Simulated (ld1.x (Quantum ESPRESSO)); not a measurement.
**Cd (Z = 48): one change to a TM potential, before and after**

* Element: Cd (Z = 48)
* Generator: ld1.x (Quantum ESPRESSO) 7.5
* Type: norm-conserving Troullier–Martins (Kleinman–Bylander form)
* Functional: PBE
* Relativity: scalar-relativistic
* Frozen core: [Kr]
* Valence charge: 12
* Reference configuration: 4d10 5s2 5p0
* Partial waves: 5s (bound): rc 2.25 bohr; 5p (bound, empty): rc 3.25 bohr; 4d (bound): rc 1.85 bohr
* Local potential: the d channel
* Core correction: a·sin(br)/r model core inside 1.10 bohr

All-electron outer shells of the reference configuration (PBE, scalar-relativistic, ld1.x):

```
shell  level (eV)  outermost node (bohr)  outermost maximum (bohr)
   4s     -105.92                   0.43                      0.79
   4p      -66.97                   0.43                      0.84
   4d      -11.73                   0.42                      0.98
   5s       -5.66                   1.07                      2.35
   5p       -1.18                   1.20                      3.33
```

Change: all radii but the core radius scaled by about 1.09 (s 2.46, p 3.56, d 2.02 bohr).

Cutoffs: the cutoffs (Ry, on a coarse ladder) from which the occupation-weighted sum of valence levels, in a spherical-Bessel basis at the reference potential, stays within 10 and 1 mRy of its value at 400 Ry; they do not see the model core or the augmentation charge, which bear on the density cutoff. Errors are all-electron minus pseudo energies relative to the spin-unpolarised reference configuration.

Task: Predict the effect on cutoff, ghosts and configuration errors.

Result: The potential gets softer (60 Ry and 100 Ry → 55 Ry and 90 Ry); both files keep a bound ghost (p, s); of the 6 tests that both files solve, the error grows in 1 and shrinks in 1 by more than 15 % and 0.3 meV (median size 23.9 → 22.5 meV). A larger radius leaves more room for a smooth pseudo-wave, so fewer plane waves are needed.

| quantity | base | changed |
| --- | --- | --- |
| cutoff, loose | 60 Ry | 55 Ry |
| cutoff, tight | 100 Ry | 90 Ry |
| loose cutoff by channel (10 mRy a level) | s 8 Ry, d 50 Ry | s 6 Ry, d 50 Ry |
| bound ghosts | s, p | s, p |
| tests counted (converged, no solver errors) | 6 of 7 | 6 of 7 |
| error for 4d10 5s1 5p0, meV [ΔE 9.27 eV] | -7.0 | -6.3 |
| error for 4d10 5s0 5p0, meV [ΔE 26.40 eV] | -41 | -39 |
| error for 4d9 5s0 5p0, meV [ΔE 64.41 eV] | -87 | -132 |
| error for 4d10 5s1 5p1, meV [ΔE 4.67 eV] | -1.3 | +0.4 |
| error for 4d9 5s2 5p0, meV [ΔE 17.97 eV] | -81 | -77 |
| error for 4d10 5s1.5 5p0, meV [ΔE 3.71 eV] | -1.7 | -1.5 |

Base: Tests not counted: 4d9 5s2 5p1 (solver errors, printed error -2.3 eV). These tests converged, but a pseudo level misses the all-electron one widely, so the file describes the atom poorly there or has found another state: 4d9 5s2 5p0: empty 5p by 2.3 eV. Changed file: Tests not counted: 4d9 5s2 5p1 (solver errors, printed error -1.8 eV). These tests converged, but a pseudo level misses the all-electron one widely, so the file describes the atom poorly there or has found another state: 4d10 5s0 5p0: empty 5p by 2.6 eV (a node warning on the way). A true bound ghost makes a file unfit for plane-wave use even where its test errors are small: the radial tests pick states by their node count and pass the ghost by. Where a test does run into it, the solver fails or the error is huge.
